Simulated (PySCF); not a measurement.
Ti⁺ (titanium, charge +1) across methods

[Ar] 3d2 4s1, high-spin 4F determinant. All numbers are calculated (PySCF 2.14, the non-relativistic Hamiltonian (point nucleus), in def2-QZVPPD (11s6p5d3f2g, 93 functions)).

```csv
method,E (hartree),mean ε 3p β (eV),mean ε 3d α (eV),mean ε 4s α (eV),Σ⟨r²⟩ (bohr²),⟨S²⟩
M06,-849.042,-47.605,-13.786,-11.304,28.83,3.750
r2SCAN,-849.083,-45.630,-13.107,-10.952,28.70,3.751
CAM-B3LYP,-849.151,-48.757,-15.878,-12.489,28.66,3.751
UHF,-848.21060,-53.731,-19.437,-12.938,29.24,3.753
LDA,-847.049,-44.929,-12.625,-11.007,28.65,3.750
BHandHLYP,-849.120,-49.689,-16.197,-11.929,28.71,3.751
PBE0,-848.921,-47.366,-14.458,-11.420,28.76,3.751
wB97M-V,-849.065,-49.969,-16.823,-13.149,29.07,3.751
PBE,-848.878,-44.833,-12.660,-10.790,28.81,3.750
```
